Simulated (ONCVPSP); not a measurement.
Ranking ONCV potentials for holmium

All share these settings but for the change named:

```json
{
  "Element": "Ho",
  "Generator": "ONCVPSP 4.0.1",
  "Type": "optimised norm-conserving Vanderbilt (ONCV)",
  "Functional": "PBE",
  "Relativity": "scalar-relativistic",
  "Frozen core": "[Kr] 4d10 4f10",
  "Valence charge": "11",
  "Reference configuration": "5s2 5p6 5d1 6s2",
  "Partial waves": "5s+6s: rc 2.30 bohr, ncon 5, nbas 8, qcut 6.6 1/bohr, 2 projectors; 5p: rc 1.50 bohr, ncon 5, nbas 9, qcut 5.3 1/bohr, 1 projector; 5d: rc 3.05 bohr, ncon 4, nbas 9, qcut 6.1 1/bohr, 1 projector",
  "Local potential": "polynomial inside 1.40 bohr (lpopt 2, dvloc0 -1 Ha)",
  "Core correction": "Teter function fitted to the true core (icmod 2), fcfact 0.25"
}
```

Cutoff: the first of the cutoffs (Ha) at which the residual kinetic energy of the hardest occupied pseudo-wave falls to 1 and 0.1 mHa per electron; the density cutoff is not measured.

The base gives 85 Ha.

Of 11 variants that were run, those that failed, showed a ghost or another fault, or gave nearly equal values are left out.

A variant can come out equal or close to the base.

(1) Rank these variants from softest to hardest (loose cutoff).
A. all radii but the core radius scaled by about 1.18 (s 2.72, p 1.78, d 3.60 bohr); local potential polynomial inside 1.66 bohr (lpopt 2, dvloc0 -1 Ha)
B. p: qcut 4.5
C. local potential polynomial inside 1.40 bohr (lpopt 2, dvloc0 -0.5 Ha)

Results:

(1) A (26 Ha), C (85 Ha), B (96 Ha).
